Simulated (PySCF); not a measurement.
F3Ti, neutral, multiplicity 2. Atoms are numbered in the order given.

```xyz
4

Ti     0.0000     0.0000     0.0000
F     -1.7545     0.0000     0.0000
F      0.8773     1.5195     0.0000
F      0.8773    -1.5195     0.0000
```
Charge 0, spin multiplicity 2.

The structure is a stationary point at PBE0-D3(BJ)/def2-SVP. The multiplicity is an assumed one; other spin states were not compared. The isomer is the one that the SMILES or the coordinates give; other isomers of the formula were not compared.

These are ωB97X/def2-TZVPD run with PySCF values and carry that method's errors.

Mulliken values depend strongly on the basis, most of all with diffuse functions as here. ESP charges are fitted to the potential on shells at 1.4 to 2.0 van der Waals radii. Atomic charges (e):

```csv
atom,ESP fit,meta-Löwdin,Mulliken spin
Ti1,…,1.54,0.96
F2,…,-0.51,0.01
F3,…,-0.51,0.01
F4,…,-0.51,0.01
```

Q: Fill in the missing entries. (An estimate is asked for; the answer gives what the named calculation found.)

A: 
- Ti1, ESP fit: 1.14
- F2, ESP fit: -0.38
- F3, ESP fit: -0.38
- F4, ESP fit: -0.38
